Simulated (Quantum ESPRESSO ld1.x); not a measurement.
Results of a calculation; reference values are marked as such.
Species: the tantalum ion Ta+. Configuration: [Xe] 4f13 5d3 6s2 (not the ground configuration). Code: ld1.x of Quantum ESPRESSO 7.5. Model: scalar-relativistic Kohn-Sham, LDA (Slater exchange, VWN5 correlation), spin-polarised, spherical densities, point nucleus; open shells are filled with parallel spins first.

Unscreened Slater integrals over Kohn-Sham orbitals (hartree). They are taken over the spin-up orbitals.

F0(6s,6s): 0.31477
F0(6s,5d): 0.36336
G2(6s,5d): 0.10293
F0(6s,4f): 0.41258
G3(6s,4f): 0.013165
F0(6s,5p): 0.38926
G1(6s,5p): 0.031483
F0(5d,5d): 0.48175
F2(5d,5d): 0.24724
F4(5d,5d): 0.16208
F0(5d,4f): 0.62770
F2(5d,4f): 0.14186
F4(5d,4f): 0.066174
G1(5d,4f): 0.054430
G3(5d,4f): 0.047168
G5(5d,4f): 0.036688
F0(5d,5p): 0.56354
F2(5d,5p): 0.26849
G1(5d,5p): 0.31478
G3(5d,5p): 0.19352
F0(4f,4f): 1.4924
F2(4f,4f): 0.72052
F4(4f,4f): 0.45436
F6(4f,4f): 0.32754
F0(4f,5p): 0.87361
F2(4f,5p): 0.28036
G2(4f,5p): 0.12453
G4(4f,5p): 0.10032
F0(5p,5p): 0.71429
F2(5p,5p): 0.38451

Derived for the open shells (J is the average intra-shell exchange parameter used in DFT+U). 4f: F4/F2 = 0.631, F6/F2 = 0.455, J = (286 F2 + 195 F4 + 250 F6)/6435 = 0.05852 hartree. 5d: Racah B = F2/49 - 5 F4/441 = 0.003208 hartree, C = 35 F4/441 = 0.01286 hartree, C/B = 4.01, F4/F2 = 0.656, J = (F2 + F4)/14 = 0.02924 hartree.
